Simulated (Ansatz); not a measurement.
# Energy profile

The step: AlH₃O₃ ([OH][Al]([OH])[OH]) + NH₃ → AlNH₄O₂ ([NH2][Al]([OH])[OH]) + H₂O (still joined by a long Al–O bond); bonds formed: O2–H5; dative contacts that become bonds: Al1–N6; bonds broken: H5–N6; bonds weakened to dative contacts: Al1–O2 (atoms numbered as in the saddle structure below).

```
atom    x (Å)    y (Å)    z (Å)
 Al1   0.0137  -0.3624   0.3026
  O2   1.0248  -0.0118  -1.2671
  O3   0.9398  -0.5664   1.7171
  O4  -1.1605  -1.4817  -0.2438
  H5   0.4603   0.9454  -1.0638
  N6  -0.3942   1.4522  -0.0066
  H7   0.7442  -0.4520  -2.0739
  H8   1.3888  -1.3747   1.9510
  H9  -1.6713  -2.0315   0.3455
 H10  -1.3357   1.7175  -0.2586
 H11  -0.0098   2.1654   0.5975
```

Electronic energies by CCSD(T) at an estimated basis limit (MP2 extrapolated from triple and quadruple zeta, plus CCSD(T) − MP2 in triple zeta), on PBE0-D4/def2-TZVP structures; AlNH₆O₃, singlet; no counterpoise correction. Program: Ansatz 0.2.0. Basis: def2-TZVPP and def2-QZVPP. Cores are frozen in the correlated methods. Extrapolation: Hartree–Fock as exp(−7.88 √X), correlation as X^−2.97.

Q: Give the profile in kcal/mol, counted from the separated reactants. (Judge from chemistry; the value comes from the calculation.)

A: Computed:
| point | kcal/mol |
| --- | --- |
| separated: AlH₃O₃ (linked as [OH][Al]([OH])[OH]; Al1, O2, O3, O4, H7, H8, H9; singlet) + NH₃ (H5, N6, H10, H11; singlet) | 0.00 |
| start structure | -30.18 |
| saddle | -3.39 |
| end structure | -8.45 |
| separated: AlNH₄O₂ (linked as [NH2][Al]([OH])[OH]; Al1, O3, O4, N6, H8, H9, H10, H11; singlet) + H₂O (O2, H5, H7; singlet) | 11.54 |
The saddle lies below the separated reactants: the barrier is submerged.

The T1 diagnostic stays at or below 0.013.

For scale, one of the runs: CCSD(T)/def2-TZVPP, 250 basis functions, launched by `ansatz run in.yaml --threads 8 --pin off --events-out ev --progress --plain --max-ram 19148MiB`. Time: 93 s of wall clock on 8 CPU threads of an Arm Neoverse V2; the host was shared. Peak host memory: 5.6 GiB.
